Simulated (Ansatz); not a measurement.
Consider the redistribution: `B[CH2][AlH][CH3]` + `NC[S][GeH3]` → `[CH3][AlH][S][GeH3]` + `BCCN`.

Program: Ansatz. Geometries: PBE0-D4/def2-TZVP. ΔE: electronic, gas phase. CBS: MP2 limit from def2 TZ/QZ plus the TZ coupled-cluster correction, frozen cores. DFT in def2-TZVPP. B3LYP here is the variant with VWN-RPA as its local correlation; programs differ in this. HSE06 is defined as in plane-wave codes. For Ge outer-core shells are correlated without core-valence functions, which leaves a few kJ/mol of doubt a bond. Scalar relativity is left out up to krypton. Each species was taken in one conformer, which may not be the lowest.

(1) Is it downhill or uphill in electronic energy at CCSD(T)/CBS, and by how much? (Best estimate.)

(2) What do these levels give: LDA (SPW92), PBE0-D4, B3LYP-D4, r2SCANh-D4, HSE06-D4, BHLYP-D4, CAM-B3LYP-D4, ωB97X-V, PBE, BHLYP, CAM-B3LYP, CCSD(T)/def2-SVP? (Estimate.)

Largest T1 diagnostic among the species: 0.011.

## Answers

(1) The calculation gave: Downhill: ΔE = -88.2 kJ/mol.

(2) The calculation gave: LDA (SPW92) -73.4, PBE0-D4 -84.4, B3LYP-D4 -83.6, r2SCANh-D4 -85.8, HSE06-D4 -84.4, BHLYP-D4 -94.1, CAM-B3LYP-D4 -87.0, ωB97X-V -88.4, PBE -77.2, BHLYP -94.5, CAM-B3LYP -87.6, CCSD(T)/def2-SVP -93.9 kJ/mol.

From r2SCAN to r2SCAN0 (25 % exact exchange), in def2-TZVPP and without D4, ΔE moves by −4.8 kJ/mol. Leaving LDA and LC-ωPBE aside and taking each functional with its dispersion term where it has one, the values, not all of them listed here, spread over 19.7 kJ/mol, from BHLYP-D4 to revPBE-D4. LDA lies +3.8 kJ/mol from PBE without D4. In def2-TZVPP, CCSD(T) changes the Hartree–Fock value by +21.5 kJ/mol (the triples alone add +3.9 kJ/mol) and MP2 by +22.4 kJ/mol.
